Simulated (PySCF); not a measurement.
# Cd (cadmium, neutral) across methods

[Kr] 4d10 5s1 5p1, 5s spin antiparallel (an excited configuration). All numbers are calculated (PySCF 2.14, scalar relativity through the core potential, in aug-cc-pVTZ-PP with one added diffuse shell each of s, p, d, f, g type with ECP28MDF (7s7p6d4f3g, 113 functions)).

| method | E (hartree) | mean ε 4d α (eV) | mean ε 5s β (eV) | mean ε 5p α (eV) | Σ⟨r²⟩ (bohr²) | ⟨S²⟩ |
| --- | --- | --- | --- | --- | --- | --- |
| CAM-B3LYP | -167.5406 | -17.127 | -9.131 | -3.529 | 58.68 | 1.000 |
| wB97M-V | -167.5050 | -18.217 | -9.769 | -4.064 | 58.95 | 1.000 |
| r2SCAN | -167.6270 | -13.864 | -7.414 | -2.411 | 58.26 | 1.001 |
| LDA | -167.2770 | -13.608 | -7.423 | -2.331 | 57.75 | 1.000 |
| UHF | -166.69916 | -21.867 | -9.593 | -3.608 | 65.01 | 1.001 |
| PBE0 | -167.5688 | -15.727 | -7.887 | -2.785 | 59.05 | 1.000 |
| MN15 | -167.2259 | -16.576 | -8.700 | -3.196 | 58.77 | 1.000 |

Q: Estimate the same row for PBE.

A: E (hartree) = -167.5790; mean ε 4d α (eV) = -13.465; mean ε 5s β (eV) = -7.142; mean ε 5p α (eV) = -2.307; Σ⟨r²⟩ (bohr²) = 58.58; ⟨S²⟩ = 1.000.

Energies and moments cover only the electrons outside the core potential. With the s spin flipped the determinant is a mixture of two multiplicities, not a spectroscopic state.
